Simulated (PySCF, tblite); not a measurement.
Isomers of C8H6N2. All values are computed: GFN2-xTB (tblite) harmonic vibrations without scaling, gas phase. The method is semi-empirical: single wavenumbers can be off by several per cent or more. One conformer each.

Electronic energies: PBE0/pcSseg-1 single points on the GFN2-xTB geometries (PySCF, gas phase).

```json
{"SMILES": "C#Cc1ccnnc1C=C", "electronic energy, lowest = 0 (kcal/mol)": "66.2"}
{"SMILES": "C=N/C=C1/C(=C)C=C1C#N", "electronic energy, lowest = 0 (kcal/mol)": "70.0"}
{"SMILES": "c1ccc2cnncc2c1", "electronic energy, lowest = 0 (kcal/mol)": "0.0"}
{"SMILES": "C#Cc1cnncc1C=C", "electronic energy, lowest = 0 (kcal/mol)": "67.6"}
```

**Question.** How do GFN2-xTB zero-point energies change the relative energies?

**Answer.** 
```tsv
SMILES	ZPE (kcal/mol)	of it from modes above 1550 cm⁻¹	electronic (kcal/mol)	with ZPE, lowest = 0 (kcal/mol)	lowest mode (cm⁻¹)	rings
c1ccc2cnncc2c1	74.6	33.1	0.0	0.0	145	2
C#Cc1ccnnc1C=C	71.4	32.6	66.2	63.0	75	1
C#Cc1cnncc1C=C	71.5	32.5	67.6	64.5	45	1
C=N/C=C1/C(=C)C=C1C#N	70.5	39.1	70.0	65.9	68	1
```

The zero-point energies span 4.1 kcal/mol, from `C=N/C=C1/C(=C)C=C1C#N` to `c1ccc2cnncc2c1`. The order is unchanged.

**Question.** And how do the electronic energies of GFN2-xTB itself compare?

**Answer.** `c1ccc2cnncc2c1` 0.0; `C#Cc1ccnnc1C=C` 61.4; `C#Cc1cnncc1C=C` 61.7; `C=N/C=C1/C(=C)C=C1C#N` 83.5 kcal/mol, lowest = 0. Against the energies above, taken from the same isomer `c1ccc2cnncc2c1`, the largest difference is 13.5 kcal/mol.

**Question.** What do entropy and thermal enthalpy add at 298.15 K and 1 bar (rigid rotor, harmonic oscillator, one conformer each)?

**Answer.** 
| SMILES | point group | symmetry number | S (cal/(mol K)) | H − H(0) (kcal/mol) | ZPE + H − H(0) − TS (kcal/mol) |
| --- | --- | --- | --- | --- | --- |
| c1ccc2cnncc2c1 | C2v | 2 | 82.1 | 5.04 | 55.1 |
| C#Cc1ccnnc1C=C | Cs | 1 | 93.8 | 6.35 | 49.8 |
| C#Cc1cnncc1C=C | C1 | 1 | 94.8 | 6.39 | 49.6 |
| C=N/C=C1/C(=C)C=C1C#N | Cs | 1 | 98.3 | 6.78 | 47.9 |
